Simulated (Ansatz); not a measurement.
**Strength of the Ge–H bond: GeH(CH3)(OH) → Ge(CH3)(OH) + H**

Species: GeH(CH3)(OH), doublet; Ge(CH3)(OH), singlet; H atom, doublet. 

Shapes, held fixed at every level: PBE0-D4/def2-TZVP. Flexible molecules stand in one conformer, not always the lowest. Programs: Ansatz 0.2.0. The zero-point and thermal change to 298 K, harmonic and unscaled (PBE0-D4/def2-TZVP), is -16.2 kJ/mol.

```tsv
level	kind	ΔH(298 K) (kJ/mol)	less CCSD(T)/def2-TZVPP	CPU time (sum over the molecules)
HF/def2-SVP	Hartree–Fock	+168.9	-19.2	–
SPW92/def2-TZVPP	LDA	+202.7	+14.6	6.7 s
BHLYP-D4/def2-TZVPP	global hybrid	+191.1	+3.0	18 s
r2SCAN0-D4/def2-TZVPP	global hybrid	+204.6	+16.5	27 s
wB97X-V/def2-TZVPP	range-separated hybrid	+186.3	-1.8	36 s
B2PLYP/def2-TZVPP	double hybrid	+181.1	-7.0	27 s
CCSD/def2-TZVPP	coupled cluster or CI	+191.5	+3.4	–
CCSD(T)/def2-TZVPP	coupled cluster or CI	+188.1	0.0	4.4 min
```

The highest level, CCSD(T)/def2-TZVPP, gives ΔH(298 K) = +188.1 kJ/mol; the levels span +168.9 to +204.6. A fragment pairs its electrons up again, so this isn't a typical strength of such a bond. The column of differences is taken from that level and isn't an error. No measured value is set beside it here. Open shells run unrestricted unless RO is named. Relativity is left out for Ge unless named. Correlated rows may include outer-core shells of Ge, which these sets cover unevenly. Times are processor times on shared x86 and Arm servers, and rough.
